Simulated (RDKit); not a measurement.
A run for RDKit: UFF on CH4 (SMILES C).

```python
from rdkit import Chem
from rdkit.Chem import AllChem, rdDetermineBonds

blocks = [
'''5

C    -0.02385313    0.00879321   -0.10415846
H    -0.36699033    1.00581050   -0.37762438
H     0.89607436    0.08771223    0.47345059
H    -0.78793375   -0.48643654    0.49342690
H     0.16271522   -0.57005005   -1.00766269
''',
]
mol = None
for b in blocks:
    f = Chem.MolFromXYZBlock(b)
    rdDetermineBonds.DetermineBonds(f, charge=0)
    mol = f if mol is None else Chem.CombineMols(mol, f)
Chem.SanitizeMol(mol)
print(Chem.MolToSmiles(Chem.RemoveHs(mol)))
ff = AllChem.UFFGetMoleculeForceField(mol, vdwThresh=100.0, ignoreInterfragInteractions=False)
e = ff.CalcEnergy()
print(f'UFF energy {e:.6f} kcal/mol')
```

It printed:

```
C
UFF energy 0.542786 kcal/mol
```

The run finished.

Cost: very roughly 0.020 core-seconds.
